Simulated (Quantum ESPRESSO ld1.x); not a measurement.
The numbers below are computed, except where a source is named.
Ionisation of Pr2+, [Xe] 4f3, to Pr3+, [Xe] 4f2, under several functionals. Dirac Kohn-Sham, spin-unpolarised, spherical densities, point nucleus; open shells fill j = l - 1/2 first; ld1.x of Quantum ESPRESSO 7.5.

functional                                               E(Pr2+) (hartree)  Exc (hartree)  IE (eV)  -e(HOMO) (eV)  <r> HOMO (bohr)  IE error (eV)
Wu-Cohen GGA                                                      -9241.16        -215.53   21.706         13.959            1.138         +0.083
exchange-only LDA                                                 -9229.60        -203.84   20.300         12.661            1.151         -1.324
LDA (Slater exchange, Perdew-Zunger correlation)                  -9235.29        -209.59   21.970         14.212            1.135         +0.347
BLYP                                                              -9242.79        -217.17   21.498         13.795            1.145         -0.126
rPW86 exchange with PBE correlation                               -9244.20        -218.58   21.608         13.905            1.143         -0.016
OLYP                                                              -9245.47        -220.00   21.939         14.135            1.132         +0.315
PBEsol                                                            -9238.60        -212.94   21.701         13.957            1.138         +0.077
LDA (Slater exchange, Perdew-Wang correlation)                    -9235.28        -209.59   21.972         14.213            1.135         +0.349
PW86 exchange with PBE correlation                                -9242.50        -216.87   21.526         13.827            1.144         -0.098
LDA (Slater exchange, Gunnarsson-Lundqvist correlation)           -9236.55        -210.87   22.361         14.571            1.132         +0.738
exchange-only PBE                                                 -9238.85        -213.18   20.380         12.773            1.157         -1.243
LDA (Slater exchange, VWN5 correlation)                           -9235.31        -209.62   21.979         14.218            1.135         +0.355

NIST Atomic Spectra Database: 21.624 eV (measured). Closest: rPW86 exchange with PBE correlation. The Delta-SCF values span 2.06 eV, the total energies 15.87 hartree. The highest occupied level is 4f5/2. Spin polarisation and multiplet splitting are left out, so open shells lie too high by an amount that depends on their filling.

Beside tabulated values, note that spin-unpolarised runs miss the spin-polarisation part of the exchange energy of open shells.
